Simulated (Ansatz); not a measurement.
Basis sets compared for Pd(PH3)2 (P2PdH6). Charge 0, multiplicity 1. Geometry PBE0-D4/def2-SVP. Ansatz on 4 threads of Arm Neoverse V1 on a shared host; times are rough, and most runs start from earlier orbitals.

```xyz
9

Pd   -0.0081    0.0079   -0.0223
P     1.9161    1.1676   -0.2839
H     3.1700    0.4964   -0.3455
H     2.3176    2.1397    0.6755
H     2.1349    1.9902   -1.4251
P    -1.9192   -1.1646    0.2754
H    -2.3770   -2.0892   -0.7057
H    -3.1684   -0.5037    0.4467
H    -2.0660   -2.0444    1.3849
```

In the def2 sets Pd takes a core potential, while STO-3G treats all electrons; there is no spin–orbit coupling.

STO-3G and 6-31G are all-electron sets without relativity, so their totals don't compare with the def2 sets.

Binding counts from free atoms (Pd singlet, P quartet, H doublet) in the same basis, without a counterpoise term.

```tsv
level	functions	energy (Eh)	HOMO (eV)	LUMO (eV)	binding per atom (eV)	wall time
HF/STO-3G	51	-5566.4246	-0.96	6.93	2.10	0.8 s
HF/def2-TZVP	150	-812.0401	-7.60	2.02	1.79	0.91 s
PBE-D4/def2-SVP	97	-813.7082	-4.30	-1.02	2.70	0.85 s
PBE-D4/def2-TZVP	150	-813.9900	-4.49	-1.25	2.74	1.2 s
r2SCAN-D4/def2-TZVP (with forces)	150	-814.2788	-4.56	-1.05	2.75	3.1 s
PBE0-D4/def2-SVP	97	-813.7401	-5.30	-0.28	2.63	1.4 s
PBE0-D4/def2-TZVP	150	-814.0164	-5.45	-0.46	2.67	1.6 s
```

Task: Estimate the rows for PBE-D4/def2-TZVPD, r2SCAN-D4/def2-TZVPD, PBE0-D4/def2-TZVPD.

Result: 
```
               level  functions  energy (Eh)  HOMO (eV)  LUMO (eV)  binding per atom (eV)  wall time
   PBE-D4/def2-TZVPD        180    -813.9923      -4.55      -1.30                   2.74      1.7 s
r2SCAN-D4/def2-TZVPD        180    -814.2807      -4.61      -1.09                   2.75      3.5 s
  PBE0-D4/def2-TZVPD        180    -814.0181      -5.50      -0.50                   2.67      2.3 s
```
